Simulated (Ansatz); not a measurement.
`N[Si](N)(O)O` + H₂Te → `N[Si](O)(O)[TeH]` + NH₃  (ligand exchange at the Si–N bond)

Calculated with Ansatz (gas phase, PBE0-D4/def2-TZVP geometries, no zero-point term in ΔE). CCSD(T)/CBS is the MP2 limit (def2-TZVPP, def2-QZVPP) plus CCSD(T) − MP2 in def2-TZVPP, frozen cores. This one scheme is used for every species. DFT in def2-TZVPP. B3LYP here is the variant with VWN-RPA as its local correlation; programs differ in this. def2 core potentials past Kr. For Te outer-core shells are correlated without core-valence functions, which leaves a few kJ/mol of doubt a bond. One conformer a species, not always the lowest.

`N[Si](N)(O)O`:

Cartesian coordinates in Å:
```
N 0.102 -0.403 -1.560
Si -0.056 -0.119 0.108
N 0.472 1.433 0.546
O 0.841 -1.075 1.105
O -1.662 -0.405 0.343
H 0.995 -0.506 -2.008
H -0.646 -0.831 -2.076
H 1.056 1.589 1.348
H 0.434 2.215 -0.081
H 0.527 -1.975 1.207
H -2.062 0.077 1.067
```

H₂Te:

Cartesian coordinates in Å:
```
Te 0.639 0.442 0.041
H 0.156 -0.980 0.740
H -0.795 0.538 -0.781
```

`N[Si](O)(O)[TeH]`:

```xyz
10

N    -0.897   -1.035   -0.635
Si    0.166   -0.049    0.251
O     1.551   -0.136   -0.620
O     0.275   -0.565    1.801
Te   -0.465    2.333    0.679
H    -1.865   -1.109   -0.367
H    -0.778   -1.106   -1.632
H     2.193    0.555   -0.448
H     0.383   -1.512    1.920
H    -0.563    2.625   -0.950
```

NH₃:

Cartesian coordinates in Å:
```
N 0.123 -0.010 -0.253
H -0.229 0.916 -0.045
H -0.661 -0.647 -0.191
H 0.766 -0.258 0.489
```

CCSD(T)/CBS gives +0.9 kcal/mol.

(1) Another level gave -1.5 kcal/mol. Which?
A. B3LYP-D4/def2-TZVPP
B. PBE-D4/def2-TZVPP
C. PBE0-D4/def2-TZVPP
D. CAM-B3LYP/def2-TZVPP

Largest T1 diagnostic among the species: 0.011.

## Answers

(1) B. PBE-D4 -1.5, B3LYP-D4 1.7, PBE0-D4 -0.2, CAM-B3LYP 5.0 kcal/mol.

From BLYP to BHLYP (50 % exact exchange), in def2-TZVPP and without D4, ΔE moves by +2.7 kcal/mol. The D4 term adds −1.4 kcal/mol with B3LYP and −0.8 kcal/mol with PBE0; it sums over pairs of atoms, weighted by their polarisabilities, and B3LYP, whose exchange is more repulsive, gets the larger term.
